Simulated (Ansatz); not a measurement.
Species: H4Si2O, charge 0, singlet. A triplet may lie lower; no result for it is given here. H4Si2O (SMILES O[Si][SiH3]).
B3LYP-D3(BJ)/def2-TZVP minimum from Ansatz (a first-principles code):
```xyz
7

Si    -0.3415     0.9365     0.5080
O      1.2438     1.2939     0.1669
H      1.8085     0.6553    -0.2830
Si    -0.4086    -1.3297    -0.4427
H      0.9185    -1.7070    -1.0183
H     -1.4175    -1.4438    -1.5318
H     -0.7580    -2.3507     0.5834
```
Charge 0, spin multiplicity 1.

Total energies in cc-pV(D+d)Z, 18 correlated electrons, 11 frozen orbitals. UHF or UKS for unpaired electrons; spin-orbit terms are left out. Cores are frozen in correlated methods. No relativity. The restricted determinant of H4OSi2 (O[Si][SiH3], singlet) is unstable towards broken spin symmetry in at least one set run.

```csv
method,program,energy (Eh),minus CCSDT(Q) (mEh)
HF,Ansatz,-655.04849,432.68
MP2,Ansatz,-655.42229,58.88
CCSD,Ansatz,-655.46739,13.78
CCSD(T),Ansatz,-655.47877,2.40
CCSDT(Q),Ansatz,-655.48117,0.00
```

Rough core times of Ansatz's runs on a shared machine: CCSD(T) under 20 s, CCSDT(Q) 4 min.
